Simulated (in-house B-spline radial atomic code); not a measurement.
Configurations of neutral gold, with energies counted from [Xe] 4f14 5d10 6s1. Method: Dirac-Hartree-Fock, average of configuration, Fermi nucleus of rms radius 5.4371 fm. Calculated with a radial B-spline atomic code at the basis-set limit. Energies include first-order Breit, QED and recoil terms.

Occupations are held fixed; configurations that lie above the ionisation limit could autoionise.

```tsv
configuration	E - E(ref) (eV)	highest orbital	its <r> (bohr)
[Xe] 4f14 5d10 10s1	7.2017	10s1/2	45.09
[Xe] 4f14 (5d3/2)3 (5d5/2)6 6s1 (10p1/2)1	10.679	10p1/2	51.69
[Xe] (4f5/2)5 (4f7/2)8 5d10 6s1 (6p1/2)1	87.974	6p1/2	4.056
[Xe] (4f5/2)6 (4f7/2)7 5d10 6s1 (9p3/2)1	88.241	9p3/2	36.48
[Kr] (4d3/2)3 (4d5/2)6 4f14 5s2 5p6 5d10 6s1 (10d5/2)1	362.75	10d5/2	71.22
```

(1) Order these further configurations by energy, lowest first.
A. [Xe] (4f5/2)5 (4f7/2)8 5d10 6s1 (6d5/2)1
B. [Xe] 4f14 (5d3/2)3 (5d5/2)6 6s1 (9d5/2)1
C. [Xe] 4f14 (5d3/2)4 (5d5/2)5 6s1 (8p3/2)1
D. [Kr] (4d3/2)4 (4d5/2)5 4f14 5s2 5p6 5d10 (5g7/2)1 6s1
E. [Xe] 4f14 5d10 (9d5/2)1

## Answers

(1) E (7.2844 eV), C (8.7344 eV), B (10.694 eV), A (90.964 eV), D (344.3 eV).
